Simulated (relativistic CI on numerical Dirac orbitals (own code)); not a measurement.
Electric-dipole transitions in Sn XLI

Calculated at this level of theory: Dirac-Coulomb-Breit CI, separate exchange-only KLI orbitals for each configuration, model QED, unscaled Slater integrals (own radial code, finite nucleus).

Configuration list (outside the closed core 1s2): 2s2 2p6, 2s2 2p5 3s, 2s2 2p5 3p, 2s2 2p5 3d, 2s 2p6 3s, 2s 2p6 3p, 2s 2p6 3d, 2s2 2p5 4s, 2s2 2p5 4p, 2s2 2p5 4d, 2s2 2p5 4f, 2s 2p6 4s, 2s 2p6 4p, 2s2 2p4 3s2, 2s 2p6 4d, 2s 2p6 4f. Levels of other configurations are missing.

| λ vac (Å) | Lower | Upper | A (s⁻¹) | gf | Branching (%) |
| --- | --- | --- | --- | --- | --- |
| 2.4977 | 2s2 2p6 1S_0 [1] | 2s2 2p5 4d 1P°_1 [53] | 1.90e+14 | 5.34e-01 | 90.5 |
| 3.0637 | 2s2 2p6 1S_0 [1] | 2s2 2p5 3d 3D°_1 [26] | 3.59e+14 | 1.52e+00 | 100.0 |
| 3.2336 | 2s2 2p6 1S_0 [1] | 2s2 2p5 3d 1P°_1 [19] | 4.45e+14 | 2.09e+00 | 100.0 |
| 9.0828 | 2s2 2p5 3s 3P°_2 [2] | 2s2 2p5 4p 3D_3 [42] | 7.80e+12 | 6.75e-01 | 81.7 |
| 9.3680 | 2s2 2p5 3p 3P_1 [4] | 2s2 2p5 4d 3D°_2 [49] | 7.58e+12 | 4.99e-01 | 38.3 |
| 9.3854 | 2s2 2p5 3p 3P_1 [4] | 2s2 2p5 4d 3P°_1 [47] | 1.34e+13 | 5.31e-01 | 66.7 |
| 9.3955 | 2s2 2p5 3p 3D_2 [5] | 2s2 2p5 4d 3F°_3 [48] | 1.64e+13 | 1.52e+00 | 82.6 |
| 9.7890 | 2s2 2p5 3p 1P_1 [7] | 2s2 2p5 4d 1D°_2 [51] | 1.36e+13 | 9.77e-01 | 67.8 |
| 9.7996 | 2s2 2p5 3p 3D_3 [6] | 2s2 2p5 4d 3F°_4 [50] | 2.00e+13 | 2.59e+00 | 99.8 |
| 9.8054 | 2s2 2p5 3p 3D_2 [23] | 2s2 2p5 4d 3F°_3 [71] | 2.00e+13 | 2.01e+00 | 99.7 |
| 9.8301 | 2s2 2p5 3p 3P_2 [8] | 2s2 2p5 4d 3D°_3 [52] | 1.61e+13 | 1.63e+00 | 80.5 |
| 9.8313 | 2s 2p6 3p 3P°_2 [32] | 2s 2p6 4d 3D_3 [84] | 1.99e+13 | 2.02e+00 | 93.3 |
| 10.451 | 2s2 2p5 3d 3P°_1 [13] | 2s2 2p5 4f 3D_2 [56] | 2.29e+13 | 1.87e+00 | 54.2 |
| 10.463 | 2s2 2p5 3d 3P°_1 [13] | 2s2 2p5 4f 3D_1 [54] | 1.93e+13 | 9.49e-01 | 45.2 |
| 10.472 | 2s2 2p5 3d 3F°_2 [24] | 2s2 2p5 4f 3G_3 [72] | 3.88e+13 | 4.46e+00 | 93.3 |
| 10.490 | 2s2 2p5 3d 3F°_3 [14] | 2s2 2p5 4f 3G_4 [55] | 3.83e+13 | 5.69e+00 | 92.4 |
| 10.491 | 2s 2p6 3d 3D_1 [34] | 2s 2p6 4f 3F°_2 [86] | 3.47e+13 | 2.86e+00 | 81.4 |
| 10.507 | 2s2 2p5 3d 3D°_2 [15] | 2s2 2p5 4f 3F_3 [57] | 2.90e+13 | 3.37e+00 | 69.7 |
| 10.514 | 2s 2p6 3d 3D_2 [35] | 2s 2p6 4f 3F°_3 [87] | 3.53e+13 | 4.10e+00 | 82.9 |
| 10.515 | 2s2 2p5 3d 3D°_2 [15] | 2s2 2p5 4f 3D_2 [56] | 1.50e+13 | 1.25e+00 | 35.6 |
| 10.562 | 2s2 2p5 3d 3F°_4 [16] | 2s2 2p5 4f 3G_5 [58] | 4.11e+13 | 7.56e+00 | 99.9 |
| 10.575 | 2s2 2p5 3d 3P°_2 [25] | 2s2 2p5 4f 3D_3 [75] | 3.93e+13 | 4.62e+00 | 94.6 |
| 10.585 | 2s2 2p5 3d 1D°_2 [17] | 2s2 2p5 4f 1F_3 [60] | 3.39e+13 | 3.99e+00 | 81.7 |
| 10.591 | 2s 2p6 3d 3D_3 [36] | 2s 2p6 4f 3F°_4 [88] | 4.09e+13 | 6.19e+00 | 96.7 |
| 10.599 | 2s2 2p5 3d 3F°_3 [27] | 2s2 2p5 4f 3G_4 [74] | 4.10e+13 | 6.21e+00 | 99.9 |
| 10.616 | 2s2 2p5 3d 3D°_1 [26] | 2s2 2p5 4f 3F_2 [73] | 3.43e+13 | 2.90e+00 | 81.9 |
| 10.636 | 2s2 2p5 3d 3D°_3 [18] | 2s2 2p5 4f 3F_4 [61] | 3.59e+13 | 5.49e+00 | 87.4 |
| 10.690 | 2s 2p6 3d 1D_2 [37] | 2s 2p6 4f 1F°_3 [89] | 3.72e+13 | 4.46e+00 | 88.7 |
| 10.831 | 2s2 2p5 3d 1P°_1 [19] | 2s2 2p5 4f 1D_2 [59] | 3.34e+13 | 2.93e+00 | 80.5 |
| 85.627 | 2s2 2p5 3s 3P°_2 [2] | 2s2 2p5 3p 3D_3 [6] | 8.64e+10 | 6.65e-01 | 100.0 |

Terms are leading LS components. Brackets give the number of a level in order of energy, since labels repeat. The list gives strong lines, with weight on those to low levels, without lines whose two gauges differ by over a factor of 2.5, among the lowest 89 of 94 levels, so that lines to higher ones, which can be the strongest, are missing. Levels whose partners in the same complex of configurations lie outside the list can be far off, and so can their lines. Rates are taken at the computed energies, electric ones in the length gauge.

At this charge energies of transitions that change n are usually good to better than 1 %, and those within a shell (Δn = 0) to a few per cent.

LS names give the leading component of a level, which can be under half, so a name can repeat, a term be missing and a line seem to break the LS rules.
